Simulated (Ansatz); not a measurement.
Reaction (formal exchange of groups at a Ge–O bond): `[GeH3][O][GeH3]` + `ClB1C[SiH2]1` → `ClB1C[SiH]1[GeH3]` + `[OH][GeH3]`

Isolated molecules relaxed with PBE0-D4/def2-TZVP in Ansatz; ΔE leaves out vibrations. CCSD(T)/CBS adds triple-zeta CCSD(T) − MP2 to the extrapolated MP2 energy (def2 sets, frozen cores). Functionals use def2-TZVPP. B3LYP here is the variant with VWN-RPA as its local correlation; programs differ in this. For Ge outer-core shells are correlated without core-valence functions, which leaves a few kJ/mol of doubt a bond. Scalar relativity is left out up to krypton.

Q: Is it downhill or uphill in electronic energy at CCSD(T)/CBS, and by how much? (An estimate is asked.)

A: The calculation gave: Nearly level: ΔE = +0.03 eV.

Q: What do these levels give: r2SCAN-D4, PBE0-D4, ωB97M-V, PBE, r2SCAN, PBE0, B3LYP, SCS-MP2/def2-TZVPP, CCSD(T)/def2-TZVPP, MP2/def2-QZVPP, SCS-MP2/def2-QZVPP, CCSD/CBS(def2)? (An estimate is asked.)

A: Ansatz gave: r2SCAN-D4 -0.02, PBE0-D4 -0.10, ωB97M-V 0.06, PBE -0.13, r2SCAN -0.01, PBE0 -0.08, B3LYP 0.05, SCS-MP2/def2-TZVPP 0.16, CCSD(T)/def2-TZVPP 0.07, MP2/def2-QZVPP 0.07, SCS-MP2/def2-QZVPP 0.15, CCSD/CBS(def2) 0.05 eV.

Largest T1 diagnostic among the species: 0.013.

From PBE to PBE0 (25 % exact exchange), in def2-TZVPP and without D4, ΔE moves by +0.04 eV. In def2-TZVPP, CCSD(T) changes the Hartree–Fock value by −0.23 eV (the triples alone add −0.02 eV) and MP2 by −0.21 eV.
